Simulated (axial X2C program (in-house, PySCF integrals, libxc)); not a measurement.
# AgCl⁺: properties at the nuclei

Calculated with an in-house all-electron X2C program for linear molecules (integrals from PySCF): two-component X2C with atomic mean-field Coulomb and Gaunt terms, Gaussian nuclei, basis Ag dyall-cv3z, Cl dyall-av3z with contracted cores.

R = 2.433 Å (near the PBE0 minimum at charge 1 of the determinant lowest at the starting distance; the state shown can have its own minimum elsewhere).

Determinant lowest in the PBE0 search, Ω = 3/2 (⟨Sz⟩ = 0.50, ⟨Lz⟩ = 1.00 at PBE0), spin on the atoms Ag 0.02, Cl 0.48:

```csv
level,Eeff magnitude (GV/cm),Ws magnitude Ag (kHz),A∥/gI Ag (MHz),qzz Ag (a.u.),A∥/gI Cl (MHz),qzz Cl (a.u.)
PBE0,0.148,0.0695,-15.4,-0.75,357,-1.41
HF,0.236,0.0869,-33.1,-1.39,377,-2.04
LDA,0.13,0.069,9.21,-0.13,333,-0.65
PBE50,0.179,0.0738,-25.3,-1.06,369,-1.71
BP86,0.0869,0.0551,20.7,-0.25,326,-0.77
```

Determinant 0.09 eV from it at PBE0 and this distance, Ω = 1/2 (⟨Sz⟩ = -0.50, ⟨Lz⟩ = 1.00 at PBE0), spin on the atoms Ag -0.01, Cl -0.49:

| level | Eeff magnitude (GV/cm) | Ws magnitude Ag (kHz) | A∥/gI Ag (MHz) | qzz Ag (a.u.) | A∥/gI Cl (MHz) | qzz Cl (a.u.) |
| --- | --- | --- | --- | --- | --- | --- |
| PBE0 | 0.147 | 0.218 | 308 | -0.76 | 1690 | -1.47 |
| HF | 0.478 | 0.552 | 233 | -1.35 | 1370 | -1.72 |
| LDA | 0.00263 | 0.0952 | 493 | -0.08 | 1650 | -0.66 |
| PBE50 | 0.229 | 0.285 | 229 | -1.06 | 1670 | -1.74 |
| BP86 | 0.0367 | 0.0607 | 447 | -0.20 | 1620 | -0.78 |

Eeff is the effective electric field on the electron electric dipole moment in this Ω state and Ws the scalar–pseudoscalar constant of the nucleus named (defined with the proton number Z and per Ω); A∥ (defined per Ω) follows by multiplying with gI = μI/(I μN); qzz is the electric field gradient, eQq0 = 234.96 MHz × Q/barn × qzz. The operators were transformed with the bare-nucleus X2C matrices; with these basis sets, hyperfine constants and field gradients can be off by tens of per cent, and where levels differ in sign neither size nor sign is settled.

With gI(35Cl) = 0.5479 (g factors from the IAEA table of nuclear moments by Stone), turn the PBE0 values of the first state into constants in MHz.

A∥(35Cl) = 357 × 0.5479 = 196 MHz.

Each state is one determinant with collinear spin. Unrestricted Hartree–Fock can overshoot spin polarisation at the nuclei. In the state Ω = 1/2 the sign of Eeff differs between levels (LDA, BP86 against PBE0). Where Eeff spreads by more than a factor of two the levels disagree and none is to be relied on. The search compared states at one distance, so a state with another bond length can lie lower. Where a field gradient or hyperfine factor spreads by more than a factor of two over the levels, a constant derived from it is not to be relied on. PBE0 term energies can be off by some tenths of an eV.
